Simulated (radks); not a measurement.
Ta II, configuration [Xe] 4f14 5d3 6s1. Calculated with a radial shooting solver on a logarithmic mesh with Libxc functionals: non-relativistic Kohn-Sham, r2SCAN, spin-polarised, spherical densities, point nucleus; open shells are filled with parallel spins first (spin-orbit coupling, left out, can overturn this in heavy ions); meta-GGA in the generalised Kohn-Sham scheme; relativity is left out, which matters for an element this heavy.

Radial electron density D(r) = 4 pi r^2 rho(r):

```
   r/bohr * D(r) (the largest magnitude, 127, reaches the edge; | marks zero)
 0.001479 |  *
 0.002004 |    *
 0.002716 |      *
 0.003681 |           *
 0.004989 |                 *
 0.006815 |                         *
 0.009237 |                                 *
  0.01252 |                                      *
  0.01697 |                                       *
  0.02318 |                                     *
  0.03141 |                                     *
  0.04257 |                                             *
   0.0577 |                                                      *
  0.07819 |                                                    *
   0.1068 |                                            *
   0.1448 |                                                *
   0.1962 |                                              *
   0.2659 |                             *
   0.3633 |                            *
   0.4923 |                             *
   0.6673 |                *
   0.9043 |       *
    1.226 |    *
    1.674 |  *
    2.269 |*
    3.075 *
    4.168 *
    5.694 *
    7.717 *
```

D(r) has 4 maxima, at r = 0.0154, 0.0640, 0.166, 0.440 bohr, and minima at 0.0272, 0.111, 0.312 bohr, inside which lie 1.95, 11.41, 30.17 electrons.
